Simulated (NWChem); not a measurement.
System: HSOF2 cation; SMILES FS(F)=[OH+]

All runs: NWChem. Pople sets run with spherical d functions. The geometry was optimised at PBE0/def2-SVP. Static field.

```
level              isotropic polarisability (bohr³)  anisotropy (bohr³)
-----------------  --------------------------------  ------------------
PBE/6-31+G*                                    22.6                 6.4
B3LYP/6-31+G*                                  21.9                 6.2
BHandHLYP/6-31+G*                        (withheld)                 5.9
CAM-B3LYP/6-31+G*                              21.6                 6.1
```

Question: Fill in the missing entries.

Answer: 
- BHandHLYP/6-31+G*, isotropic polarisability (bohr³): 20.9
